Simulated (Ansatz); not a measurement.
Basis-set extrapolation for CHBO2 (PBE0-D4/def2-TZVP geometry, frozen core, Ansatz 0.2.0). Multiplicity 1, RHF reference.

```tsv
	def2-TZVPP	def2-QZVPP
HF	-212.994516	-213.004419
MP2 correlation	-0.682868	-0.734278
CCSD(T) correlation	-0.721211	not run
```

Energies in hartree. Use E(X) = E(∞) + A·exp(−7.88·√X) for Hartree–Fock and E(X) = E(∞) + B·X^(−2.97) for correlation, with X = 3 and 4, and add CCSD(T) minus MP2 of the smaller set to the MP2 limit.

Problem. What is the CCSD(T) energy at the basis-set limit?

Solution. HF limit: -213.004419 + (-0.009903) × 0.13774 = -213.00578. MP2 limit: -0.734278 + (-0.051410) × 0.74074 = -0.77236. Higher-order term: -0.721211 − (-0.682868) = -0.03834. Total: -213.81648 hartree, 63.2 kcal/mol below CCSD(T)/def2-TZVPP.
